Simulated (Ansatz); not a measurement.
An input meant for In12Sb11H32⁻, a nanocrystal cut from zinc blende InSb (hydrogen-capped) (charge -1, singlet; atoms displaced at random, 0.08 Å in each coordinate).

```yaml
crystal:
  periodic: [false, false, false]
  atoms:
    - {symbol: Sb, position_ang: [-4.679544, 2.397740, -0.993439]}
    - {symbol: Sb, position_ang: [-2.293139, -3.665623, 2.660702]}
    - {symbol: Sb, position_ang: [1.572428, -4.210721, -0.585388]}
    - {symbol: Sb, position_ang: [-1.434658, 2.043553, -4.125265]}
    - {symbol: Sb, position_ang: [1.274371, -1.301559, -3.997899]}
    - {symbol: Sb, position_ang: [-1.875589, -1.352503, -0.662604]}
    - {symbol: Sb, position_ang: [-1.781967, 1.977044, 2.417177]}
    - {symbol: Sb, position_ang: [1.313303, -1.082273, 2.607797]}
    - {symbol: Sb, position_ang: [1.309045, 2.095042, -0.885987]}
    - {symbol: Sb, position_ang: [4.320611, -1.347323, -0.727419]}
    - {symbol: Sb, position_ang: [4.231139, 2.168185, 2.559790]}
    - {symbol: In, position_ang: [-3.872854, -2.199036, 0.780509]}
    - {symbol: In, position_ang: [-3.398213, 0.263546, -2.793889]}
    - {symbol: In, position_ang: [-4.452050, 3.440734, 1.685472]}
    - {symbol: In, position_ang: [-0.472625, -3.062952, -2.457495]}
    - {symbol: In, position_ang: [-0.110791, -2.863410, 4.342193]}
    - {symbol: In, position_ang: [3.124776, -2.971794, 1.134930]}
    - {symbol: In, position_ang: [-0.216699, 0.160117, -6.099211]}
    - {symbol: In, position_ang: [-0.612647, 3.827637, -2.226185]}
    - {symbol: In, position_ang: [2.732703, 0.494466, -2.608489]}
    - {symbol: In, position_ang: [-0.032883, 0.244478, 0.713759]}
    - {symbol: In, position_ang: [2.827435, 0.415275, 4.500971]}
    - {symbol: In, position_ang: [3.085668, 3.957451, 0.584081]}
    - {symbol: H, position_ang: [-4.764165, 3.725695, -2.020110]}
    - {symbol: H, position_ang: [-6.329447, 1.929809, -0.899803]}
    - {symbol: H, position_ang: [-3.212269, -4.844598, 3.493019]}
    - {symbol: H, position_ang: [-1.610404, -4.956646, 1.501856]}
    - {symbol: H, position_ang: [2.598719, -5.106576, -1.640449]}
    - {symbol: H, position_ang: [0.748948, -5.507791, 0.140429]}
    - {symbol: H, position_ang: [-2.857995, 2.842844, -4.979796]}
    - {symbol: H, position_ang: [2.266875, -2.425074, -4.716357]}
    - {symbol: H, position_ang: [-2.159698, 0.963330, 3.799239]}
    - {symbol: H, position_ang: [-0.710251, 2.926543, 3.143803]}
    - {symbol: H, position_ang: [5.161617, -2.428089, -1.795192]}
    - {symbol: H, position_ang: [5.740047, -0.491610, -0.194659]}
    - {symbol: H, position_ang: [5.196755, 1.141852, 1.795233]}
    - {symbol: H, position_ang: [5.416450, 3.072702, 3.530049]}
    - {symbol: H, position_ang: [-4.957810, -3.433397, -0.162930]}
    - {symbol: H, position_ang: [-4.633227, -1.039103, 1.887973]}
    - {symbol: H, position_ang: [-4.754346, -0.535345, -3.353962]}
    - {symbol: H, position_ang: [-5.417326, 2.827949, 2.804175]}
    - {symbol: H, position_ang: [-3.803003, 4.987594, 1.746578]}
    - {symbol: H, position_ang: [-1.267401, -4.207324, -3.145017]}
    - {symbol: H, position_ang: [0.840182, -4.293911, 4.691724]}
    - {symbol: H, position_ang: [-0.815312, -1.906237, 5.614739]}
    - {symbol: H, position_ang: [4.137791, -3.903506, 1.996404]}
    - {symbol: H, position_ang: [-1.384936, -0.712452, -6.792181]}
    - {symbol: H, position_ang: [0.938640, 1.284078, -6.711984]}
    - {symbol: H, position_ang: [0.181791, 5.047147, -2.883993]}
    - {symbol: H, position_ang: [-2.001414, 3.779745, -1.038668]}
    - {symbol: H, position_ang: [4.162061, 1.344839, -3.580966]}
    - {symbol: H, position_ang: [1.904703, 1.522801, 5.511040]}
    - {symbol: H, position_ang: [4.194668, -0.417556, 5.065308]}
    - {symbol: H, position_ang: [2.039078, 4.927004, 1.517823]}
    - {symbol: H, position_ang: [4.322602, 4.542767, -0.373521]}
basis:
  gaussian: {orbitals: def2-SVP, fitting: {mean_field: def2-universal-jkfit}}
total_charge: -3
magnetization: {spin_polarized: true, initial_magnetization: 0}
hamiltonian: {xc: {name: revPBE}}
scf: {omitted_lower_state_checks: [starts]}
output: {forces: true}
```

```sh
$ ansatz run in.yaml --threads 11 --pin off --events-out ev --progress --plain --max-ram 174080MiB --backend cuda --devices 0, --max-vram 75GiB
```

It prints (some lines left out):

```
Functional definition: revPBE
5590 factors; integrals over basis functions are off by at most 3.8e-1 eV
mean field evaluation 1: about -134524.4938 eV, gradient 6.2e1 eV
mean field evaluation 2: about -133641.9519 eV, gradient 3.2e2 eV
mean field evaluation 4: about -134396.6551 eV, gradient 1.1e2 eV
mean field evaluation 8: about -134553.7320 eV, gradient 1.6e0 eV
mean field evaluation 16: about -134553.7980 eV, gradient 1.6e-1 eV
mean field evaluation 32: about -134553.8752 eV, gradient 1.5e-1 eV
mean field evaluation 64: about -134553.8847 eV, gradient 3.9e-2 eV
mean field -134553.89011307 eV, -4944.7642577528 hartree, gradient 2.5e-6 eV, S^2 1.001862; 2 other end points of the search recorded, 0 dependent functions left out
reference -134553.89031424 eV, -4944.7642651459 hartree; 270, 270 occupied and 488, 488 virtual orbitals, 5590 factors
Total energy: -134553.89031424 eV, -4944.7642651459 hartree
Atom 0 force     0.675086    -0.865651     0.611746 eV/Å
Atom 1 force     0.616458    -0.918476    -0.928194 eV/Å
Atom 2 force    -1.462452     0.172139    -1.540575 eV/Å
Atom 3 force    -1.413979    -0.806667    -1.333139 eV/Å
Atom 4 force    -1.805174    -0.148313    -0.205055 eV/Å
Atom 5 force     0.883074     0.751746    -1.851064 eV/Å
Atom 6 force    -1.927991    -1.349050    -1.093692 eV/Å
Atom 7 force     1.162766    -1.343033     0.659402 eV/Å
Atom 8 force     0.193522     0.869710     0.225594 eV/Å
Atom 9 force    -0.122847     0.883723    -0.893150 eV/Å
Atom 10 force    -1.449091     1.514383     1.419331 eV/Å
Atom 11 force    -2.216485    -1.062946     0.393420 eV/Å
Atom 12 force     1.622214     0.645319     0.954103 eV/Å
Atom 13 force     1.446656     0.102701    -1.140861 eV/Å
Atom 14 force     1.712805     2.521098     1.598032 eV/Å
Atom 15 force     0.264087     0.026979    -0.046019 eV/Å
Atom 16 force    -0.500487     1.677875     1.215923 eV/Å
Atom 17 force     1.289478     1.069143     1.131832 eV/Å
Atom 18 force    -1.058302    -1.327477     1.895295 eV/Å
Atom 19 force     1.993090     0.815153    -0.134192 eV/Å
Atom 20 force    -0.841935     0.837053    -0.274386 eV/Å
Atom 21 force    -0.366333     0.513707    -0.348612 eV/Å
Atom 22 force    -0.615969    -0.830262     0.017632 eV/Å
Atom 23 force    -0.394350     0.603098    -0.339749 eV/Å
Atom 24 force    -0.459932     0.155105    -0.202935 eV/Å
Atom 25 force    -0.305338    -0.474039     0.324982 eV/Å
Atom 26 force    -0.389375     0.783696     0.873235 eV/Å
Atom 27 force     0.131580    -0.456154    -0.023097 eV/Å
Atom 28 force    -0.095747    -0.846166     0.252812 eV/Å
Atom 29 force     0.684322    -0.307208     0.239554 eV/Å
Atom 30 force     0.821431    -0.745993    -0.634608 eV/Å
Atom 31 force     0.153096     0.267466    -0.152149 eV/Å
Atom 32 force     1.286484     1.260040     1.086260 eV/Å
Atom 33 force     0.217790    -0.004304    -0.003034 eV/Å
Atom 34 force     0.399803    -0.091766     0.110982 eV/Å
Atom 35 force     1.512373    -1.173204    -0.891980 eV/Å
Atom 36 force     0.049653    -0.258263    -0.321077 eV/Å
Atom 37 force     0.365642     0.505015     0.537869 eV/Å
Atom 38 force    -0.082505    -0.006508    -0.113471 eV/Å
Atom 39 force    -1.124076    -0.665233    -0.629444 eV/Å
Atom 40 force    -1.475279    -0.906938     1.468074 eV/Å
Atom 41 force     0.277051     1.015872    -0.034555 eV/Å
Atom 42 force    -1.566256    -2.536755    -1.492119 eV/Å
Atom 43 force     0.058888    -0.218859     0.143183 eV/Å
Atom 44 force    -0.196951     0.054147     0.291128 eV/Å
Atom 45 force     1.177535    -1.138811     1.062758 eV/Å
Atom 46 force    -1.411134    -0.961915    -0.924474 eV/Å
Atom 47 force     0.287238     0.152130    -0.432150 eV/Å
Atom 48 force     0.985336     1.888574    -0.849494 eV/Å
Atom 49 force     0.423930     0.254715    -0.386352 eV/Å
Atom 50 force    -0.622164    -0.433643     0.377128 eV/Å
Atom 51 force    -0.005902     0.024594     0.082468 eV/Å
Atom 52 force     0.663969    -0.457051     0.468372 eV/Å
Atom 53 force    -0.334497     0.489148     0.413955 eV/Å
Atom 54 force     0.889196     0.480355    -0.635442 eV/Å
Dipole moment:     0.356651    -0.690167    -0.578032 e Å
Checks for a lower state left out: starts
```

(1) Something in this input is off. What?

## Answers

(1) The charge is far from what the species holds (-3 typed, -1 meant). Self-consistency was reached. The result belongs to that input, not to the species as meant. The highest occupied level of an anion often lies above zero with these methods, and sets without diffuse functions describe the outer electron poorly. The unrestricted singlet has broken spin symmetry (⟨S²⟩ up to 1.00).
